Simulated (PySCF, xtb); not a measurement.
In(F)2(SH) (F2HInS), SMILES [F][In]([F])[SH]. Other conformers were not sampled.

Harmonic wavenumbers (cm⁻¹) from GFN2-xTB (xtb) at its own minimum, in rising order: 63, 84, 94, 181, 286, 343, 354, 657, 2391.

What does B3LYP-D3(BJ)/def2-SVP run with PySCF 2.14.0 give at its own minimum? (An estimate is asked for; the answer gives what the named calculation found.)

83, 123, 132, 217, 353, 606, 625, 713, 2660. Paired by order, the mean absolute difference is 118 cm⁻¹ and the zero-point energies are 6.4 and 7.9 kcal/mol.
